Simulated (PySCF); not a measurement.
**Magnetisability: `C=[C](CF)[GeH2][CH2]F`, C4H8F2Ge**

Geometry:
| atom | x (Å) | y (Å) | z (Å) |
| --- | --- | --- | --- |
| C1 | -1.388 | 1.647 | -0.018 |
| C2 | -0.915 | 0.412 | 0.024 |
| C3 | -1.512 | -0.705 | -0.771 |
| F4 | -0.709 | -1.823 | -0.626 |
| Ge5 | 0.649 | -0.125 | 1.089 |
| C6 | 2.186 | -0.519 | -0.113 |
| F7 | 2.544 | 0.650 | -0.753 |
| H8 | -0.937 | 2.430 | 0.569 |
| H9 | -2.231 | 1.927 | -0.632 |
| H10 | -2.505 | -0.985 | -0.405 |
| H11 | -1.559 | -0.485 | -1.842 |
| H12 | 0.348 | -1.335 | 1.925 |
| H13 | 1.015 | 1.027 | 1.983 |
| H14 | 3.067 | -0.862 | 0.435 |
| H15 | 1.942 | -1.248 | -0.887 |

Method used: PySCF 2.14.0, GIAO HF/pcSseg-1 magnetisability, rotational g tensor and spin-rotation constants, non-relativistic, gas phase. Geometry: GFN2-xTB.

The calculation is non-relativistic, which matters for the atoms heavier than Zn.

What are the magnetisability and the molar susceptibility?

Isotropic -1245 × 10⁻³⁰ J/T², or -75.0 × 10⁻⁶ cm³/mol; principal values -1365, -1258, -1113 × 10⁻³⁰ J/T², anisotropy 218 × 10⁻³⁰ J/T² (root of half the summed squared differences of the principal values). The susceptibility is in cgs units.

Split it along the inertial axes a, b, c into diamagnetic and paramagnetic parts about the centre of mass, with the quadrupole moment.


```tsv
axis	χ (10⁻⁶ cm³/mol)	diamagnetic (10⁻⁶ cm³/mol)	paramagnetic (10⁻⁶ cm³/mol)	summed x² of all electrons (Å²)	quadrupole Θ (D Å)
a	-71.1	-641.5	570.3	168.6	+4.80
b	-74.5	-991.6	917.0	86.1	-1.04
c	-79.3	-1080.4	1001.2	65.1	-3.77
```
Anisotropies 2χaa − χbb − χcc = +11.5 and 2χbb − χaa − χcc = +1.4 × 10⁻⁶ cm³/mol. Θ is traceless in Buckingham's convention.

And the rotational g tensor?


```tsv
axis	rotational constant (GHz)	g	nuclear part	electronic part
a	2.1257	-0.0274	0.5422	-0.5696
b	1.2755	-0.0123	0.5372	-0.5495
c	1.1788	-0.0079	0.5466	-0.5545
```
Asymmetric top; isotopes 12C, 19F, 74Ge, 1H; no vibrational averaging.
